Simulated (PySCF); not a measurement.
A side-by-side comparison of computed properties.

First species: BGeH₆OP.
InChI=1S/BGeH6OP/c2-3-1-4/h1H,4H2,2H3

Second species: Ga(H2O)F3.
Bonds: Ga1–O2, Ga1–F5, Ga1–F6, Ga1–F7. Hydrogens: H3, H4 on O2.

Levels: PBE0/def2-SVPD for HOMO energy, LUMO energy, HOMO–LUMO gap and static isotropic polarisability; TDDFT PBE0/def2-SVPD for lowest singlet excitation; TDA PBE0/def2-SVPD for lowest triplet excitation (Tamm–Dancoff). Geometries: PBE0-D3(BJ)/def2-SVP. Each species is one conformer at its optimised geometry, gas phase, non-relativistic unless stated. Electronic properties by PySCF.

Dipoles, sizes and rotational constants follow the conformer. The torsions of the flexible species, by atom-mapped SMILES:
- `[PH2:1][BH:2][O:3][GeH3:4]`: P1–B2–O3–Ge4 -3°, H–P1–B2–O3 141°, H–P1–B2–O3 44°

```tsv
property	column X	column Y
HOMO energy	-11.00 eV	-7.08 eV
LUMO energy	-1.47 eV	-0.53 eV
HOMO–LUMO gap	9.53 eV	6.55 eV
lowest singlet excitation	8.05 eV	5.22 eV
lowest triplet excitation (Tamm–Dancoff)	7.74 eV	4.35 eV
static isotropic polarisability	31.6 au	76.0 au
```

Question: Which column belongs to which species?

Answer: Column X is the second species and column Y the first. The first has 10 atoms and 66 electrons, the second 7 and 68.

Question: How does each property change from the first species to the second?

Answer: HOMO energy -3.92 eV; LUMO energy -0.94 eV; HOMO–LUMO gap +2.98 eV; lowest singlet excitation +2.83 eV; lowest triplet excitation (Tamm–Dancoff) +3.39 eV; static isotropic polarisability -44.4 au.

On the first: No computed singlet falls in the visible range (750 to 380 nm, 1.65 to 3.26 eV); S1 lies 1.96 eV above its blue end. S1 lies 1.33 eV below the HOMO–LUMO gap; its leading configuration is HOMO→LUMO, weight 0.88. The calculation is non-relativistic and has no spin–orbit coupling, an omission that weighs most on germanium.

On the second: The vertical singlet–triplet gap S1 − T1 is 0.31 eV (TDDFT singlet less Tamm–Dancoff triplet; S1: HOMO→LUMO, weight 0.89; T1: HOMO→LUMO, weight 0.81). No computed singlet falls in the visible range (750 to 380 nm, 1.65 to 3.26 eV); S1 lies 4.79 eV above its blue end. Relativistic effects, spin–orbit coupling among them, are left out although an element past zinc is present.
